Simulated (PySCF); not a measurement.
Iron: highly charged ions in a basis for the neutral atom

Fe¹¹⁺ [Ne] 3s2 3p3, Fe¹²⁺ [Ne] 3s2 3p2. Calculation: PySCF 2.14, in x2c-TZVPall; scalar relativity by spin-free X2C-1e. No spin-orbit coupling, so a gap to NIST mixes the basis error with missing relativistic terms.

Changed run: basis of the neutral atom used for a highly charged ion. This setting is unsound on purpose.

| species | method | sound run (hartree) | changed run (hartree) | converged |
| --- | --- | --- | --- | --- |
| Fe¹¹⁺ | UHF | not run | -1222.26634 | yes |
| Fe¹¹⁺ | M06-L | not run | -1222.92390 | yes |
| Fe¹¹⁺ | TPSS | not run | -1222.95818 | yes |
| Fe¹²⁺ | UHF | not run | -1210.19552 | yes |
| Fe¹²⁺ | M06-L | not run | -1210.80332 | yes |
| Fe¹²⁺ | TPSS | not run | -1210.85381 | yes |

Ionisation energy of Fe¹¹⁺:

```json
{"method": "UHF", "changed run (eV)": "328.46", "NIST (eV)": "330.8 ± 0.6"}
{"method": "M06-L", "changed run (eV)": "329.82", "NIST (eV)": "330.8 ± 0.6"}
{"method": "TPSS", "changed run (eV)": "329.38", "NIST (eV)": "330.8 ± 0.6"}
```

The contracted functions were made for the neutral atom and can be too rigid for a highly charged ion.
